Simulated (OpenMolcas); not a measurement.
Ar V: the spin-orbit constant, Slater's ratio, worked from levels

| Property | Result |
| --- | --- |
| Program | OpenMolcas |
| Basis | ANO-R1 [4s3p1d] |
| Scalar Hamiltonian | X2C, finite nucleus |
| Active space | 2 electrons in 3 orbitals (3p) |
| State averaging | 2S+1 = 3 even, 3 roots; 2S+1 = 1 even, 6 roots |
| Spin-orbit coupling | RASSI with atomic mean-field integrals over the reference wave functions, term energies averaged over their components |

Methods: CASSCF; SS-CASPT2, IPEA 0.25 Eh, imaginary shift 0.1 Eh (closed shells correlated: 2s 2p 3s). Measured levels: Saloman, J. Phys. Chem. Ref. Data 39, 033101 (2010).

**The spin-orbit constant.** For the Hund term ³P of p2, E(J) = (A/2) J(J+1) + constant and ζ = 2S·A = 2A. From J = 0 to J = 2 the energy changes by 3 A.

```tsv
Source	E(2) - E(0)	A	ζ
CASSCF	2082.8	694.3	1389
SS-CASPT2	2089.0	696.3	1393
measured	2028.8	676.3	1353
```

All in cm-1. SS-CASPT2 is off by +3.0 % and CASSCF by +2.7 %. Both methods take the spin-orbit matrix elements from the reference wave functions, so the second can move ζ only through the term energies and any multistate remixing. Second-order mixing with other terms is absorbed into this ζ.

**Slater's ratio.** With one set of orbitals, p2 has ¹D - ³P = 6 F2 and ¹S - ¹D = 9 F2 (F2 = F²/25), a ratio of 3/2. Term energies are centres of gravity, weighted by 2J + 1.

| Source | ¹D - ³P | ¹S - ³P | F2 from the first | Ratio |
| --- | --- | --- | --- | --- |
| CASSCF | 18097 | 45005 | 3016 | 1.487 |
| SS-CASPT2 | 16551 | 39213 | 2758 | 1.369 |
| measured | 14917 | 36531 | 2486 | 1.449 |

Energies in cm-1. A ratio away from 3/2 shows effects beyond one configuration with one set of orbitals, and in heavier atoms second-order spin-orbit shifts.

CASPT2 breaks the degeneracy within a term, and the mean is taken; among the terms shown or strongly mixed into the levels shown the widest spread is 120 cm-1 (3s² 3p² ¹D, SS-CASPT2). With the s shell closed, the reference lacks s² → p² mixing. The basis is small and was not contracted for so high a charge. Computed and measured levels are paired by configuration, term and J; levels that our copy of the source lacks, or whose pairing is in doubt (as where it misses far off the trend of its configuration), stay unpaired and out of the deviations. Only configurations of the active space appear.
